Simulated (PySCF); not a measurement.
# S⁷⁺: fine-structure interval

S⁷⁺ [He] 2s2 2p5 [2p1/2^2 2p3/2^3, M_J = 3/2] → S⁷⁺ [He] 2s2 2p5 [2p1/2^1 2p3/2^4, M_J = 1/2], as a difference of total energies. Calculation: PySCF 2.14, in an uncontracted even-tempered set (18 s from 0.78 bohr⁻², ratio 2.4; 11 p from 1 bohr⁻², ratio 2.4; 5 d from 6.7 bohr⁻², ratio 2.6; 5 f from 10 bohr⁻², ratio 2.6); the two-component X2C-1e Hamiltonian. Correlated levels: nothing frozen; the 28 highest virtual spinors dropped. "Screened" scales the spin-orbit matrix elements by Boettger's factors to mimic the two-electron term; Breit and QED terms are absent.

| method | fine-structure interval (cm⁻¹) |
| --- | --- |
| GHF (screened spin-orbit) | 10114 |
| GMP2 (screened spin-orbit) | 10752 |
| GHF (bare spin-orbit) | 11644 |
